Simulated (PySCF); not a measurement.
**Spin-Hamiltonian simulation**

Molecule: SMILES O=C(F)[C@H]1C[C@H]1C(=O)F, C₅H₄F₂O₂.

Bonds (- single, = double, # triple, : aromatic): O1=C2 1.177 Å, C2-F3 1.368 Å, C2-C4 1.475 Å, C4-C5 1.498 Å, C5-C6 1.495 Å, C6-C7 1.477 Å, C7=O8 1.177 Å, C7-F9 1.368 Å, C6-C4 1.532 Å. C4 carries H10; C5 carries H11, H12; C6 carries H13. Stereochemistry as in O=C(F)[C@H]1C[C@H]1C(=O)F. H12 is cis to C2 on the ring; H11 is trans to C2 on the ring.

One averaged value for each set of equivalent atoms, no solvent, non-relativistic Hamiltonian, one conformer. J: B3LYP/pcJ-1 (spin–dipole term only in couplings to heteroatoms); PBE0/pcSseg-1 with gauge-including orbitals; geometry from GFN2-xTB; PySCF 2.14.

Shifts are taken against calculated references (same method and geometry level): 1H vs TMS.

The 6-spin Hamiltonian (Zeeman plus full scalar coupling among like nuclei) was diagonalised exactly; lines are Lorentzian, 0.4 Hz wide, and the maxima above 3 % are listed with the tallest set to 100.

Peak list at 800 MHz for the spins F3/F9/H10/H11/H12/H13:
```csv
Hz,ppm,height
1874.3,2.343,57
1872.5,2.341,76
1872.2,2.340,77
1870.4,2.338,57
1868.9,2.336,3
1866.5,2.333,73
1865.6,2.332,75
1864.8,2.331,80
1864.2,2.330,100
1864.0,2.330,100
1863.5,2.329,81
1862.6,2.328,77
1861.7,2.327,71
1859.4,2.324,3
1857.8,2.322,63
1856.1,2.320,71
1855.5,2.319,72
1853.9,2.317,63
1556.7,1.946,18
1555.3,1.944,35
1553.9,1.942,18
1549.8,1.937,21
1548.4,1.936,47
1547.4,1.934,61
1546.0,1.933,30
1541.9,1.927,31
1540.5,1.926,62
1539.5,1.924,42
1539.2,1.924,38
1538.1,1.923,18
1534.0,1.917,17
1532.6,1.916,33
1531.2,1.914,17
1252.7,1.566,21
1252.1,1.565,38
1251.5,1.564,22
1245.8,1.557,22
1245.2,1.556,39
1244.6,1.556,26
1244.0,1.555,41
1243.4,1.554,71
1242.8,1.554,39
1237.1,1.546,38
1236.5,1.546,69
1235.9,1.545,40
1235.2,1.544,26
1234.7,1.543,38
1234.1,1.543,21
1228.4,1.535,20
1227.8,1.535,35
1227.2,1.534,19
```

Q: Extract the chemical shifts and coupling constants behind this pattern (give the signs of the calculation).

A: 
Shifts (ppm): F3/F9 70.6, H10/H13 2.33, H11 1.55, H12 1.93.
Couplings (Hz): F3–F9: 2.2; F3–H10, F9–H13: -3.6; F3–H11, F9–H11: 0.6; F3–H12, F9–H12: -1.4; F3–H13, F9–H10: -0.3; H10–H11, H11–H13: 8.7; H10–H12, H12–H13: 7.9; H10–H13: 10.6; H11–H12: -6.9.
These are the parameters used. A line list fixes at most the relative signs, and those only where coupling is strong; other parameter sets or atom labellings may fit too, and couplings well below the line width leave little trace. Those between chemically equivalent but magnetically inequivalent protons (AA′, BB′) do shape the pattern.

Unscaled 3J(H,H) at this level run about 10 % above measured values. 3J across rotatable bonds or in flexible rings reflects this conformer alone.
